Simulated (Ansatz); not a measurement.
All numbers were calculated with Ansatz.

A structure relaxed at PBE0-D4/def2-TZVP, charge 0, multiplicity 1:

Cartesian coordinates in Å:
```
F -1.3076 -0.3585 1.5602
C -0.1582 0.3181 1.1296
C 0.7998 -0.7077 0.5087
Si 0.0269 -0.8327 -1.2346
Si -0.6269 1.2763 -0.4811
H 0.2464 0.8435 1.9983
H 0.9056 -1.6088 1.1177
H 1.7911 -0.2505 0.4113
H -1.0508 -1.8499 -1.3395
H 0.9791 -1.0191 -2.3624
H -1.9916 1.8608 -0.5319
H 0.3862 2.3285 -0.7763
```

**Question.** Give its formula and SMILES.

**Answer.** C2H7FSi2, `FC1C[SiH2][SiH2]1`.

**Question.** Summarise the bond lengths by kind.

**Answer.** 1 × C–F 1.401 Å; 1 × C–C 1.535 Å; 2 × C–Si 1.911 to 1.932 Å; 3 × C–H 1.093 to 1.096 Å; 1 × Si–Si 2.333 Å; 4 × H–Si 1.485 to 1.490 Å.
